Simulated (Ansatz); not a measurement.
Consider the redistribution: `C=C[SiH2]BC` + `CN[SiH2][AlH2]` → `CB[SiH2][AlH2]` + `C=C[SiH2]NC`.

Isolated molecules relaxed with PBE0-D4/def2-TZVP in Ansatz; ΔE leaves out vibrations. CCSD(T)/CBS adds triple-zeta CCSD(T) − MP2 to the extrapolated MP2 energy (def2 sets, frozen cores). DFT in def2-TZVPP. One conformer a species, not always the lowest.

```tsv
level	ΔE (kJ/mol)
PBE0-D4	-37.0
CCSD/CBS(def2)	-33.5
```

Problem. What does CCSD(T)/CBS give? (Estimate.)

Solution. Computed: -35.2 kJ/mol. The listed levels differ from it by -1.8, 1.7 kJ/mol.

Largest T1 diagnostic among the species: 0.014.

In def2-TZVPP, CCSD(T) changes the Hartree–Fock value by −8.0 kJ/mol (the triples alone add −1.7 kJ/mol) and MP2 by −9.1 kJ/mol.

CCSD(T)/CBS has its own doubt, a few kJ/mol and more with outer-core shells, so smaller differences from it don't rank the levels.
